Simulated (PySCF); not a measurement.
# MgI⁺: a base run and its variants

Base input, run as `OMP_NUM_THREADS=1 python input.py` with PySCF 2.14:

```python
from pyscf import gto, scf
from pyscf.prop.polarizability import uhf as pol

mol = gto.M(
    atom='Mg 0 0 0; I 0 0 2.314',
    basis='sbkjc',
    ecp={'Mg': 'sbkjc', 'I': 'sbkjc'},
    charge=1,
    spin=0,
    symmetry=True,
    verbose=3,
)
mf = scf.UHF(mol)
mf.kernel()
print('polarizability (a.u.)')
print(pol.Polarizability(mf).polarizability().round(4))
mf.dip_moment()
print('orbital energies (hartree):', [e[max(0, n-3):n+3].round(4) for e, n in zip(mf.mo_energy, mol.nelec)])
```

Base result: E(SCF) = -11.758621 Eh, α(xx, yy, zz) = 22.8, 22.8, 60.0 bohr³. The bond length is a typed value, not an optimised one. The dipole of an ion depends on the origin. No search for the lowest solution was made.

Run time: 0.6 s on 1 thread of Arm Neoverse V2 (shared host), peak memory 0.11 GiB.

Each row names what differs from the base; energies in brackets are changes from the base.

| change | result |
| --- | --- |
| step after the SCF: polarizability → tda; number of roots: default → 5 | E(SCF) = -11.758621 Eh (+0.0000 eV), first excitations without spin–orbit coupling 2.93, 2.93, 3.25, 3.25, 3.81 eV |
| spin-free X2C: off → on [unsound on purpose] | stops with NotImplementedError |
| geometry: bond 2.314 → bond 2.245 | E(SCF) = -11.748675 Eh (+0.2706 eV), α(xx, yy, zz) = 22.1, 22.1, 57.1 bohr³ |
| geometry: bond 2.314 → bond 2.383 | E(SCF) = -11.765228 Eh (-0.1798 eV), α(xx, yy, zz) = 23.4, 23.4, 63.3 bohr³ |
| spin (2S): 0 → 1 [unsound on purpose] | stops with RuntimeError (Electron number 8 and spin 1 are not consistent) |
| functional: none (Hartree–Fock) → m062x; SCF type: UHF → UKS; step after the SCF: polarizability → analyze | E(SCF) = -11.955444 Eh |
| initial guess: minao → huckel | stops with AttributeError ('tuple' object has no attribute 'shape') |
| step after the SCF: polarizability → mp2; frozen orbitals: default → 0 | E(SCF) = -11.758621 Eh (+0.0000 eV), E(MP2) − E(SCF) = -0.02588 Eh |
| core potential: on → off [unsound on purpose] | stops with ValueError (Not enough orbitals for (32, 32) electrons in irreps A1 E1x E1y (irrep_norb: 16)) |
| spin (2S): 0 → 4 | not converged: SCF |
| Cartesian functions: off → on | E(SCF) = -11.758621 Eh (+0.0000 eV), α(xx, yy, zz) = 22.8, 22.8, 60.0 bohr³ |
| step after the SCF: polarizability → stability; point-group symmetry: on → off | E(SCF) = -11.758621 Eh (+0.0000 eV), internal stable; real -> complex stable; UHF/UKS -> GHF/GKS stable |
| smearing width (hartree): none → 0.05; step after the SCF: polarizability → none | E(SCF) = -11.701608 Eh (+1.5514 eV) |
| geometry: bond 2.314 → bond 6.942 [stretched restricted solution, likely unstable] | E(SCF) = -11.621858 Eh (+3.7215 eV), α(xx, yy, zz) = 54.3, 54.3, 808.8 bohr³ |
| step after the SCF: polarizability → tda; number of roots: default → 4 | E(SCF) = -11.758621 Eh (+0.0000 eV), first excitations without spin–orbit coupling 2.93, 2.93, 3.25, 3.25 eV |
| geometry: bond 2.314 → bond 1.851 | E(SCF) = -11.577742 Eh (+4.9220 eV), α(xx, yy, zz) = 19.0, 19.0, 45.9 bohr³ |
| length unit: angstrom → bohr [unsound on purpose] | E(SCF) = -10.217161 Eh (+41.9453 eV), α(xx, yy, zz) = 20.0, 20.0, 49.5 bohr³ |
| step after the SCF: polarizability → frequency [not at a minimum] | E(SCF) = -11.758621 Eh (+0.0000 eV), wavenumbers 504 cm⁻¹ |
| functional: none (Hartree–Fock) → x3lyp; SCF type: UHF → UKS; step after the SCF: polarizability → analyze | E(SCF) = -11.989828 Eh |

Order these changes by how far they move the SCF energy from the base, largest first: (1) geometry: bond 2.314 → bond 1.851; (2) geometry: bond 2.314 → bond 2.245; (3) geometry: bond 2.314 → bond 2.383; (4) geometry: bond 2.314 → bond 6.942.

(1) +4.9220 eV, (4) +3.7215 eV, (2) +0.2706 eV, (3) -0.1798 eV.
